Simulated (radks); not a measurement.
Excited configurations of neutral samarium: one electron is placed in a higher orbital outside [Xe] 4f6 6s1. The ground configuration is [Xe] 4f6 6s2. Calculated with a radial shooting solver on a logarithmic mesh with Libxc functionals: Dirac Kohn-Sham, BLYP, spin-unpolarised, spherical densities, point nucleus; open shells are shared between the two j in proportion to 2j + 1. Excitation = E - E(ground); binding = E(ion) - E, where the ion is the core of charge +1; n* = 1/sqrt(2 binding) in atomic units, and the quantum defect is n - n*. Eigenvalue and <r> are those of j = l + 1/2.

[
 {"outer orbital": "5d", "excitation (eV)": "2.027", "binding (eV)": "3.863", "n*": "1.877", "quantum defect": "3.123", "eigenvalue (eV)": "-0.978", "<r> (bohr)": "3.836"},
 {"outer orbital": "6p", "excitation (eV)": "2.486", "binding (eV)": "3.403", "n*": "1.999", "quantum defect": "4.001", "eigenvalue (eV)": "-1.542", "<r> (bohr)": "5.968"},
 {"outer orbital": "6d", "excitation (eV)": "4.516", "binding (eV)": "1.373", "n*": "3.147", "quantum defect": "2.853", "eigenvalue (eV)": "-0.566", "<r> (bohr)": "11.91"},
 {"outer orbital": "7s", "excitation (eV)": "3.879", "binding (eV)": "2.011", "n*": "2.601", "quantum defect": "4.399", "eigenvalue (eV)": "-1.121", "<r> (bohr)": "10.38"},
 {"outer orbital": "7p", "excitation (eV)": "4.365", "binding (eV)": "1.524", "n*": "2.988", "quantum defect": "4.012", "eigenvalue (eV)": "-0.823", "<r> (bohr)": "13.14"},
 {"outer orbital": "7f", "excitation (eV)": "5.373", "binding (eV)": "0.516", "n*": "5.134", "quantum defect": "1.866", "eigenvalue (eV)": "-0.301", "<r> (bohr)": "41.00"}
]

The Delta-SCF ionisation energy is 5.889 eV (NIST Atomic Spectra Database: 5.644 eV, measured). Self-interaction in the functional shifts the binding energies and quantum defects, so they are the method's values and not measured ones. Spin polarisation and multiplet splitting are left out, so open shells lie too high by an amount that depends on their filling. Sharing an open shell by 2j + 1 raises it above the true ground level by a part of the spin-orbit splitting, which enters the differences from NIST.

Beside tabulated values, note that spin-unpolarised runs miss the spin-polarisation part of the exchange energy of open shells.
